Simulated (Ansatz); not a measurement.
Input and output for `CC#[N+][Au-][F]`.

```yaml
crystal:
  periodic: [false, false, false]
  atoms:
    - {symbol: C, position_ang: [-1.331475, 0.077056, -1.107445]}
    - {symbol: C, position_ang: [-0.223258, 0.013069, -0.185752]}
    - {symbol: N, position_ang: [0.656210, -0.037732, 0.545691]}
    - {symbol: Au, position_ang: [2.135964, -0.123552, 1.776548]}
    - {symbol: F, position_ang: [3.610808, -0.209272, 3.003386]}
    - {symbol: H, position_ang: [-1.451615, 1.098661, -1.472123]}
    - {symbol: H, position_ang: [-1.147142, -0.585227, -1.955091]}
    - {symbol: H, position_ang: [-2.249482, -0.233004, -0.605224]}
basis:
  gaussian: {orbitals: def2-SVP}
magnetization: {spin_polarized: true, initial_magnetization: 0}
hamiltonian: {xc: {name: B2PLYP}}
```

```sh
$ ansatz run in.yaml --threads 4 --pin off --events-out ev --progress --plain --max-ram 10444MiB
```

Output, abridged:

```
Functional definition: B2PLYP
1044 factors; integrals over basis functions are off by at most 9.4e-4 eV
mean field evaluation 1: about -9994.0453 eV, gradient 3.0e1 eV
mean field evaluation 2: about -9994.2500 eV, gradient 3.0e1 eV
mean field evaluation 4: about -9997.9326 eV, gradient 4.7e0 eV
mean field evaluation 8: about -9998.0396 eV, gradient 9.8e-1 eV
mean field evaluation 16: about -9998.0433 eV, gradient 2.2e-4 eV
mean field -9998.04329030 eV, -367.4213140014 hartree, gradient 9.6e-6 eV, S^2 0.000000; 0 other end points of the search recorded, 0 dependent functions left out
4 core orbitals not correlated: weight in the atoms' cores, before any rotation towards them, 1.000 or more for the frozen orbitals, at most 0.000 for the correlated occupied ones
reference -9998.04345649 eV, -367.4213201086 hartree; 21, 21 occupied and 78, 78 virtual orbitals, 1044 factors
second order -32.82585812 eV of doubles, -0.00000000 eV of singles
Total energy: -10006.90643818 eV, -367.7470286782 hartree
```

Run time 2.1 s (4 threads of an AMD EPYC 7B13 on a shared host); peak host memory 0.41 GiB.
